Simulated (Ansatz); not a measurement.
Two isomers of CH5B2N: A = `BB1CN1`, B = `BC=NB`.

Isolated molecules relaxed with PBE0-D4/def2-TZVP in Ansatz; ΔE leaves out vibrations. CBS: MP2 limit from def2 TZ/QZ plus the TZ coupled-cluster correction, frozen cores. DFT in def2-TZVPP. B3LYP here is the variant with VWN-RPA as its local correlation; programs differ in this.

A:

```xyz
9

B     0.2584   -1.2807   -1.2644
B    -0.0577   -0.2644   -0.0267
C     0.2617    1.1328    0.6616
N    -0.7286    0.1665    1.0698
H    -0.1896   -1.0793   -2.3570
H     1.0064   -2.2084   -1.1495
H     1.1206    1.2591    1.3176
H    -0.0764    2.0484    0.1765
H    -1.5949    0.2258    1.5720
```

B:

```xyz
9

B    -1.485   -0.542   -0.821
C    -0.002   -0.059   -0.870
N     0.633    0.219    0.180
B     1.283    0.508    1.319
H    -2.072   -0.785   -1.832
H    -2.013   -0.659    0.242
H     0.529    0.055   -1.824
H     1.233    1.628    1.738
H     1.893   -0.365    1.867
```

Which isomer does CCSD(T)/CBS put lower? Give the gap. (Best estimate.)

The calculation gave: B, by 60.1 kJ/mol.

Give E(B) − E(A) in kJ/mol with PBE-D4, B3LYP-D4, B3LYP, ωB97M-V, CCSD/def2-TZVPP, BLYP-D4, HF/def2-TZVPP. (An estimate is asked.)

Computed: PBE-D4 -56.6, B3LYP-D4 -74.0, B3LYP -73.5, ωB97M-V -55.1, CCSD/def2-TZVPP -62.1, BLYP-D4 -85.0, HF/def2-TZVPP -77.5. None reverses the order clearly.

Does the order hold for the free energy at 298.15 K (harmonic terms from PBE0-D4)? (Best estimate.)

Computed: Yes: G(B) − G(A) = -69.2 kJ/mol.

Largest T1 diagnostic: 0.017.

From BLYP to BHLYP (50 % exact exchange), in def2-TZVPP and without D4, E(B) − E(A) moves by +16.9 kJ/mol. In def2-TZVPP, CCSD(T) changes the Hartree–Fock value by +13.2 kJ/mol (the triples alone add −2.2 kJ/mol) and MP2 by +22.6 kJ/mol.
